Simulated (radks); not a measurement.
Results of a calculation; reference values are marked as such.
Valence configurations of the boron ion B+ (all share [He]). Code: a radial shooting solver on a logarithmic mesh with Libxc functionals. Model: scalar-relativistic Kohn-Sham, PBE, spin-polarised, spherical densities, point nucleus; open shells are filled with parallel spins first. Energies are relative to 2s2; eigenvalues in eV for spin up.

valence,E (eV),moment (Bohr magnetons),e(2p),e(2s)
2s2,0.000,0,-,-19.511
2s1.5 2p0.5,2.617,1,-14.109,-20.327
2s0.5 2p1.5,7.325,2,-14.602,-20.830

NIST lists [He] 2s2 as the ground configuration; this level of theory agrees among the configurations tried. The energies are those of spherical high-spin densities, not of single terms. No valid solution was reached for [He] 2s1 2p1; [He] 2p2.
